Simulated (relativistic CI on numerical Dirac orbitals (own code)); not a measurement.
## d1 to d9 in one octahedral field

Computed with a parametric ligand-field model without spin-orbit coupling, by exact diagonalisation: B = 380, C = 1800, 10Dq = 28900 cm⁻¹ (Oh; |10Dq|/B = 76.1) for every shell. Energies in cm⁻¹; the field energy is (0.6 n_e − 0.4 n_t2) × 10Dq of the ground term; g labels are left out. So small a B with so large a field is typical of 4d and 5d ions, where spin-orbit coupling, left out here, reaches 1,000 to 4,000 cm⁻¹.

```
Shell  Ground term  Electrons in e  Field energy  First spin-allowed bands  Lowest term of other spin
   d1          2T2           0.000        -11560                  2E 28900                           
   d2          3T1           0.005        -22978      3T2 27920, 3T1 32640                   1T2 5979
   d3          4A2           0.000        -34680      4T2 28900, 4T1 33258                    2E 8502
   d4          3T1           0.009        -45982       3E 27086, 3T1 27544                   1T2 5366
   d5            ?               ?             ?                         ?                          ?
   d6          1A1           0.014        -68944      1T1 27477, 1T2 33101                  3T1 23741
   d7           2E           1.009        -51761      2T1 27387, 2T2 27875                  4T1 20330
   d8          3A2           2.000        -34680      3T2 28900, 3T1 33258                    1E 6610
   d9           2E           3.000        -17340                 2T2 28900
```

Question: Fill in the row of d5.

Answer: Ground term: 2T2; Electrons in e: 0.017; Field energy: -57298; First spin-allowed bands: 2A2 26488, 2T1 26619; Lowest term of other spin: 4T1 20305. Low spin: d4, d5, d6, d7; the other shells keep the spin of the free ion. Only d4 to d7 can choose; the field needed to pair spins is smallest for d6 and largest for d5, which loses most exchange energy. In the strong-field picture 10Dq must exceed about 6B + 5C = 11280 (d4), 7.5B + 5C = 11850 (d5), 2.5B + 4C = 8150 (d6) and 4B + 4C = 8720 (d7); mixing of terms shifts these bounds somewhat.
